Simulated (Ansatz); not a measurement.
One geometry of [TmCl6]3- (TmCl₆³⁻), several levels of theory.

```yaml
crystal:
  periodic: [false, false, false]
  atoms:
    - {symbol: Tm, position_ang: [-0.000022, 0.000092, -0.000063]}
    - {symbol: Cl, position_ang: [-0.020402, -0.002911, 2.710035]}
    - {symbol: Cl, position_ang: [0.020193, 0.003033, -2.710061]}
    - {symbol: Cl, position_ang: [2.702589, 0.008513, 0.020470]}
    - {symbol: Cl, position_ang: [-2.702623, -0.008820, -0.020423]}
    - {symbol: Cl, position_ang: [-0.010425, 2.702759, 0.002941]}
    - {symbol: Cl, position_ang: [0.010689, -2.702666, -0.002889]}
basis:
  gaussian: {orbitals: def2-SVP, initial_orbitals: start.molden}
total_charge: -3
magnetization: {spin_polarized: true, initial_magnetization: 2}
correlation: {method: mp2}
scf: {omitted_lower_state_checks: [starts]}
output: {orbitals: {seedname: orbitals}}
```

The file start.molden holds the orbitals of an earlier run on this structure, at another level or in another basis.

```sh
$ ansatz run in.yaml --threads 4 --pin off --events-out ev --progress --plain --max-ram 6963MiB
```

Output, abridged:

```
Functional definition: HF
1551 factors; integrals over basis functions are off by at most 1.0e-3 eV
mean field evaluation 1: about -104459.0779 eV, gradient 3.8e1 eV
mean field evaluation 2: about -104460.8312 eV, gradient 2.3e0 eV
mean field evaluation 4: about -104461.2993 eV, gradient 1.3e0 eV
mean field evaluation 8: about -104461.3160 eV, gradient 6.5e-1 eV
mean field evaluation 16: about -104461.3356 eV, gradient 4.4e-1 eV
mean field evaluation 32: about -104461.3521 eV, gradient 1.1e-3 eV
mean field -104461.35210341 eV, -3838.8838833526 hartree, gradient 3.8e-10 eV, S^2 2.001924; 0 other end points of the search recorded, 0 dependent functions left out
34 core orbitals not correlated: weight in the atoms' cores, before any rotation towards them, 1.000 or more for the frozen orbitals, at most 0.000 for the correlated occupied ones
reference -104461.35210341 eV, -3838.8838833526 hartree; 40, 38 occupied and 115, 117 virtual orbitals, 1551 factors
second order -52.50131751 eV of doubles, -0.00000000 eV of singles
Total energy: -104513.85342091 eV, -3840.8132711844 hartree
Checks for a lower state left out: starts
```

Run time 1.7 min (4 threads of Arm Neoverse V2 on a shared host), peak host memory 1.5 GiB.

Geometry: PBE-D4/def2-SVP.

In the def2 sets Tm takes a core potential; there is no spin–orbit coupling. Correlated methods freeze 34 core orbitals; core or outer-core shells of Tm are correlated, in sets that lack core-valence functions. With an open 4f shell the SCF may have ended on a state above the lowest. A multiply charged anion in the gas phase is held together partly by the finite basis. The highest occupied level of the charge -3 triplet lies above zero (up to 0.79 eV). It is a level of α spin, whose loss leaves a doublet; that state wasn't run at this geometry and level. The electron is either unbound and held by the finite basis, or the level is raised by self-interaction error. No other spin state of charge -3 was run.
